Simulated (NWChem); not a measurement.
System: MgHOBr; SMILES [OH][Mg][Br]

Here is an NWChem input.

```
start job
memory heap 200 mb stack 900 mb global 1100 mb
geometry units angstroms noautoz
  Mg    -0.052441    -0.998712    -0.000610
  Br     0.268582     1.325765     0.000949
  O     -0.292983    -2.734274    -0.001767
  H     -0.419819    -3.676601    -0.002449
end
basis spherical
  * library def2-tzvp
end
dft
  xc xpbe96 cpbe96
  iterations 150
  mulliken
end
task dft energy
```

Excerpt of the output:

```
             Northwest Computational Chemistry Package (NWChem) 7.3.0
             --------------------------------------------------------

 ORDER OF PRIMARY AXIS IS BEING SET TO 4
 C4V symmetry detected
  decreasing threquiv to    1.0000000000000000E-003
 ORDER OF PRIMARY AXIS IS BEING SET TO 4
 CS  symmetry detected

                             Geometry "geometry" -> ""
                             -------------------------

 Output coordinates in angstroms (scale by  1.889725989 to convert to a.u.)

  No.       Tag          Charge          X              Y              Z
 ---- ---------------- ---------- -------------- -------------- --------------
    1 Mg                  12.0000     0.00020229    -1.16801292     0.00000000
    2 Br                  35.0000    -0.00004924     1.17852739     0.00000000
    3 O                    8.0000    -0.00045330    -2.92016498     0.00000000
    4 H                    1.0000     0.00292234    -3.87098389     0.00000000

 Effective nuclear repulsion energy (a.u.)     170.3293542079

      Symmetry information
      --------------------

 Group name             Cs
 Group number              2
 Group order               2
 No. of unique centers     4

  pbe96 is a nonlocal functional; adding pw91lda local functional.

                                 NWChem DFT Module
                                 -----------------

 Summary of "ao basis" -> "ao basis" (spherical)
 ------------------------------------------------------------------------------
       Tag                 Description            Shells   Functions and Types
 ---------------- ------------------------------  ------  ---------------------
 Mg                        def2-tzvp                12       32   5s4p3d
 Br                        def2-tzvp                16       48   6s5p4d1f
 O                         def2-tzvp                11       31   5s3p2d1f
 H                         def2-tzvp                 4        6   3s1p

      Symmetry analysis of basis
      --------------------------

        a'         80
        a"         37

            General Information
            -------------------
          SCF calculation type: DFT
          Wavefunction type:  closed shell.
          No. of atoms     :     4
          No. of electrons :    56
           Alpha electrons :    28
            Beta electrons :    28
          Charge           :     0
          Spin multiplicity:     1
          Use of symmetry is: on ; symmetry adaption is: on
          Maximum number of iterations: 150
          AO basis - number of functions:   117
                     number of shells:    43
          Convergence on energy requested:  1.00D-06
          Convergence on density requested:  1.00D-05
          Convergence on gradient requested:  5.00D-04

              XC Information
              --------------
          PerdewBurkeErnzerhof Exchange Functional  1.000
            Perdew 1991 LDA Correlation Functional  1.000 local
           PerdewBurkeErnz. Correlation Functional  1.000 non-local

             Grid Information
             ----------------
          Grid used for XC integration:  medium
          Radial quadrature: Mura-Knowles
          Angular quadrature: Lebedev.
          Tag              B.-S. Rad. Rad. Pts. Rad. Cut. Ang. Pts.
          ---              ---------- --------- --------- ---------
          Mg                  1.50       88          10.0       590
          Br                  1.15      112          13.0       590
          O                   0.60       49          11.0       434
          H                   0.35       45          13.0       434
          Grid pruning is: on
          Number of quadrature shells:   294
          Spatial weights used:  Erf1

      Superposition of Atomic Density Guess
      -------------------------------------

 Sum of atomic energies:       -2847.28974770

      Non-variational initial energy
      ------------------------------

 Total energy =   -2847.571606
 1-e energy   =   -4304.323015
 2-e energy   =    1286.422055
 HOMO         =      -0.413578
 LUMO         =      -0.095678

      Symmetry analysis of molecular orbitals - initial
      -------------------------------------------------

  Numbering of irreducible representations:

     1 a'          2 a"

  Orbital symmetries:

     1 a'          2 a'          3 a'          4 a'          5 a"
     6 a'          7 a'          8 a'          9 a'         10 a"
    11 a'         12 a'         13 a'         14 a"         15 a'
    16 a'         17 a"         18 a'         19 a'         20 a"
    21 a'         22 a'         23 a'         24 a'         25 a"
    26 a'         27 a'         28 a"         29 a'         30 a'
    31 a"         32 a'         33 a'         34 a'         35 a'
    36 a"         37 a'         38 a"

     ---------------------------------------------
      Total Density - Mulliken Population Analysis
     ---------------------------------------------

    Atom       Charge   Shell Charges
 -----------   ------   -------------------------------------------------------
    1 Mg  12    10.68   2.00  0.71  1.28  0.37  0.05  5.12  0.88  0.13  0.05  0.00  0.08  0.03
    2 Br  35    35.58   2.00  2.00  1.16  0.78  1.01  0.99  6.00  5.94  1.31  2.99  1.39  8.98  1.02 -0.02  0.02  0.00
    3 O    8     9.17   0.79  1.18  0.59  0.96  0.27  2.12  2.29  0.97  0.00  0.00  0.00
    4 H    1     0.56   0.20  0.26  0.06  0.04

   convergence    iter        energy       DeltaE   RMS-Dens  Diis-err
 ---------------- ----- ----------------- --------- --------- ---------
 d= 0,ls=0.0,diis     1  -2849.5065381639 -3.02D+03  1.25D-02  1.59D+00

 !! scf_movecs_sym_adapt:    6 vectors were symmetry contaminated

  Symmetry fudging
 d= 0,ls=0.0,diis     2  -2848.7523018178  7.54D-01  1.03D-02  7.99D+00
 d= 0,ls=0.0,diis     3  -2849.5933557498 -8.41D-01  2.42D-03  2.84D-01
 d= 0,ls=0.0,diis     4  -2849.6150518302 -2.17D-02  1.42D-03  5.44D-02
 d= 0,ls=0.0,diis     5  -2849.6196607934 -4.61D-03  4.46D-04  4.10D-03
  Resetting Diis
 d= 0,ls=0.0,diis     6  -2849.6201971657 -5.36D-04  6.99D-05  1.54D-04
 d= 0,ls=0.0,diis     7  -2849.6202152863 -1.81D-05  3.10D-05  8.36D-06
 d= 0,ls=0.0,diis     8  -2849.6202112828  4.00D-06  1.95D-05  5.34D-05
 d= 0,ls=0.0,diis     9  -2849.6202161553 -4.87D-06  2.70D-06  1.64D-07
 d= 0,ls=0.0,diis    10  -2849.6202161692 -1.39D-08  9.38D-07  3.31D-08

         Total DFT energy =    -2849.620216169193
      One electron energy =    -4306.883134974589
           Coulomb energy =     1403.197607425718
    Exchange-Corr. energy =     -116.264042828196
 Nuclear repulsion energy =      170.329354207874

 Numeric. integr. density =       55.999997448598

                  Occupations of the irreducible representations
                  ----------------------------------------------

                     irrep           alpha         beta
                     --------     --------     --------
                     a'               21.0         21.0
                     a"                7.0          7.0

                       DFT Final Molecular Orbital Analysis
                       ------------------------------------

 Vector   26  Occ=2.000000D+00  E=-2.560443D-01  Symmetry=a"
              MO Center= -4.6D-05,  8.9D-01, -1.1D-14, r^2= 2.3D+00
   Bfn.  Coefficient  Atom+Function         Bfn.  Coefficient  Atom+Function
  ----- ------------  ---------------      ----- ------------  ---------------
    50      0.487580  2 Br pz                44     -0.339198  2 Br pz
    53      0.310018  2 Br pz                47      0.305215  2 Br pz
    41      0.103594  2 Br pz                88      0.090808  3 O  pz
    91      0.074563  3 O  pz                94      0.069723  3 O  pz
    14      0.064136  1 Mg pz                17      0.057902  1 Mg pz

 Vector   27  Occ=2.000000D+00  E=-2.450744D-01  Symmetry=a'
              MO Center= -3.5D-04, -2.7D+00, -6.6D-16, r^2= 1.6D+00
   Bfn.  Coefficient  Atom+Function         Bfn.  Coefficient  Atom+Function
  ----- ------------  ---------------      ----- ------------  ---------------
    86      0.439108  3 O  px                89      0.362025  3 O  px
    92      0.304026  3 O  px                48     -0.117360  2 Br px
    42      0.080498  2 Br px                45     -0.073007  2 Br px
    15      0.058775  1 Mg px                51     -0.058932  2 Br px
    28     -0.054413  1 Mg d -2              12      0.049432  1 Mg px

 Vector   28  Occ=2.000000D+00  E=-2.450742D-01  Symmetry=a"
              MO Center= -3.1D-04, -2.7D+00, -4.8D-16, r^2= 1.6D+00
   Bfn.  Coefficient  Atom+Function         Bfn.  Coefficient  Atom+Function
  ----- ------------  ---------------      ----- ------------  ---------------
    88      0.439110  3 O  pz                91      0.362027  3 O  pz
    94      0.304029  3 O  pz                50     -0.117358  2 Br pz
    44      0.080497  2 Br pz                47     -0.073006  2 Br pz
    17      0.058775  1 Mg pz                53     -0.058931  2 Br pz
    29     -0.054413  1 Mg d -1              14      0.049433  1 Mg pz

 Vector   29  Occ=0.000000D+00  E=-8.090036D-02  Symmetry=a'
              MO Center=  7.6D-04, -1.0D+00,  5.0D-15, r^2= 5.4D+00
   Bfn.  Coefficient  Atom+Function         Bfn.  Coefficient  Atom+Function
  ----- ------------  ---------------      ----- ------------  ---------------
     5      0.740318  1 Mg s                  4      0.426713  1 Mg s
    85     -0.244981  3 O  s                 38     -0.232078  2 Br s
     3     -0.214039  1 Mg s                 52      0.201510  2 Br py
    49      0.193931  2 Br py               114      0.168043  4 H  s
    37     -0.151023  2 Br s                 84     -0.132599  3 O  s

 Vector   30  Occ=0.000000D+00  E=-1.251908D-02  Symmetry=a'
              MO Center=  3.1D-04, -9.1D-01, -9.1D-16, r^2= 5.6D+00
   Bfn.  Coefficient  Atom+Function         Bfn.  Coefficient  Atom+Function
  ----- ------------  ---------------      ----- ------------  ---------------
    15      0.910314  1 Mg px                51     -0.274214  2 Br px
    12      0.251868  1 Mg px                 6     -0.148297  1 Mg px
    92     -0.138135  3 O  px                48     -0.136931  2 Br px
    86     -0.130441  3 O  px                28      0.123186  1 Mg d -2
    45     -0.111661  2 Br px                42      0.105838  2 Br px

 Vector   31  Occ=0.000000D+00  E=-1.251895D-02  Symmetry=a"
              MO Center=  5.6D-04, -9.1D-01,  1.0D-13, r^2= 5.6D+00
   Bfn.  Coefficient  Atom+Function         Bfn.  Coefficient  Atom+Function
  ----- ------------  ---------------      ----- ------------  ---------------
    17      0.910314  1 Mg pz                53     -0.274215  2 Br pz
    14      0.251868  1 Mg pz                 8     -0.148297  1 Mg pz
    94     -0.138137  3 O  pz                50     -0.136931  2 Br pz
    88     -0.130442  3 O  pz                29      0.123186  1 Mg d -1
    47     -0.111661  2 Br pz                44      0.105838  2 Br pz

     ---------------------------------------------
      Total Density - Mulliken Population Analysis
     ---------------------------------------------

    Atom       Charge   Shell Charges
 -----------   ------   -------------------------------------------------------
    1 Mg  12    11.11   2.00  0.69  1.30  0.41 -0.02  5.12  0.87  0.32  0.16  0.00  0.14  0.13
    2 Br  35    35.43   2.00  2.01  1.16  0.78  1.06  0.95  6.00  5.92  1.36  2.71  1.47  8.94  1.01  0.04  0.02  0.00
    3 O    8     8.75   0.79  1.18  0.57  0.90  0.34  1.92  1.90  1.14  0.00  0.00  0.00
    4 H    1     0.70   0.26  0.33  0.05  0.05

     -------------------------------------------
      Total Density - Lowdin Population Analysis
     -------------------------------------------

    Atom       Charge   Shell Charges
 -----------   ------   -------------------------------------------------------
    1 Mg  12    11.80   2.00  0.84  1.08  0.29  0.12  4.79  1.14  0.47  0.36  0.00  0.23  0.47
    2 Br  35    34.97   2.00  2.00  1.15  0.83  0.84  0.84  5.98  5.65  1.64  2.47  1.55  8.52  1.23  0.24  0.03  0.00
    3 O    8     8.38   0.87  1.09  0.54  0.62  0.33  1.77  1.95  1.19  0.00  0.01  0.00
    4 H    1     0.85   0.25  0.32  0.10  0.17

     Multipole analysis of the density
     ---------------------------------

     L   x y z        total         alpha         beta         nuclear
     -   - - -        -----         -----         ----         -------
     0   0 0 0     -0.000000    -28.000000    -28.000000     56.000000

     1   1 0 0      0.002518      0.001259      0.001259      0.000000
     1   0 1 0     -0.767206     -0.383603     -0.383603      0.000000
     1   0 0 1     -0.000000     -0.000000     -0.000000      0.000000

     2   2 0 0    -24.812038    -12.406038    -12.406038      0.000038
     2   1 1 0     -0.019644      0.000158      0.000158     -0.019960
     2   1 0 1     -0.000000     -0.000000     -0.000000      0.000000
     2   0 2 0    -26.359490   -277.772244   -277.772244    529.184997
     2   0 1 1     -0.000000     -0.000000     -0.000000      0.000000
     2   0 0 2    -24.812059    -12.406030    -12.406030      0.000000
```

Level: PBE/def2-TZVP. Structure relaxed at the PBE0/def2-SVP level.
